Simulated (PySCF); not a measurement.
Species: 3-ethynylpyridine, C₇H₅N.
Atom-mapped SMILES: `[CH:1]#[C:2][c:3]1[cH:4][cH:5][cH:6][n:7][cH:8]1` (hydrogens: H9 on C1; H10 on C4; H11 on C5; H12 on C6; H13 on C8)

Structure optimised with GFN2-xTB, isolated species.

(1) What internal coordinates does the optimisation give?

Answers

(1) 
| bond | length (bohr) | order |
| --- | --- | --- |
| C1≡C2 | 2.269 | triple |
| C2–C3 | 2.671 | single |
| C3–C4 | 2.638 | aromatic |
| C4–C5 | 2.613 | aromatic |
| C5–C6 | 2.623 | aromatic |
| C6–N7 | 2.500 | aromatic |
| N7–C8 | 2.489 | aromatic |
| C3–C8 | 2.643 | aromatic |
| C1–H9 | 1.982 | single |
| C4–H10 | 2.042 | single |
| C5–H11 | 2.039 | single |
| C6–H12 | 2.044 | single |
| C8–H13 | 2.046 | single |

Orders are formal, as drawn. A selection of angles:
| angle | degrees |
| --- | --- |
| C1–C2–C3 | 179.9 |
| C2–C3–C4 | 121.4 |
| C2–C3–C8 | 120.9 |
| C4–C3–C8 | 117.8 |
| C3–C4–C5 | 118.7 |
| C4–C5–C6 | 118.5 |
| C5–C6–N7 | 123.3 |
| C6–N7–C8 | 118.4 |
| C3–C8–N7 | 123.3 |

The 8 heavy atoms lie in one plane (0.001 Å rms). N7 (pyridine-type nitrogen) is bent (angle 118.4°). The C–C distances run from 1.201 Å (C1≡C2, drawn triple) to 1.413 Å (C2–C3, drawn single), a spread of 0.212 Å. The 6-membered ring C3–C4–C5–C6–N7–C8 has internal angles of 117.8° to 123.3°; it is planar, 0.00 Å rms from its mean plane, widest ring torsion 0°.

Point group: Cs (every atom within 0.08 Å of its image). No frequency check.

All values are computed, not measured.
